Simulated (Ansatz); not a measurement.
Species: sum formula SiNHCl$_{3}$ (charge 0, doublet). It need not be the lowest isomer of its formula. 
Structure (B3LYP-D3(BJ)/def2-TZVP (Ansatz, a program for electronic structure) minimum search):
```
Si
N 1 1.7311
H 2 1.0239 1 112.57
Cl 1 2.0305 2 109.34 3 -180.00
Cl 1 2.0443 2 109.47 3 60.50
Cl 1 2.0443 2 109.47 3 -60.50
```
Charge 0, spin multiplicity 2.

Quantity: atomisation energy (electronic, to ground-state atoms); the coupled-cluster value holds the core correlation from cc-pwCVTZ, in kcal/mol. Valence correlation only, unless marked. UHF or UKS for open shells. No spin-orbit coupling. No relativistic terms. CBS marks a two-point X^-3 extrapolation of the correlation energy; Hartree-Fock from the larger set.

Level to compare with: CCSD(T)/CBS(cc-pV(T+d)Z,cc-pV(Q+d)Z) plus the core term (Ansatz), 453.9 kcal/mol. It is a level with limits of its own, and the differences hold the functionals' basis error too.

Q: Rank these functionals by how close they come to CCSD(T)/CBS(cc-pV(T+d)Z,cc-pV(Q+d)Z), closest first: PBE0/def2-TZVPD (Ansatz); r2SCANh/def2-TZVPD (Ansatz); revPBE/def2-TZVPD (Ansatz).

A: r2SCANh/def2-TZVPD (hybrid meta-GGA, 451.9 kcal/mol, difference -2.0), PBE0/def2-TZVPD (global hybrid, 449.4 kcal/mol, difference -4.5), revPBE/def2-TZVPD (GGA, 436.9 kcal/mol, difference -17.0)
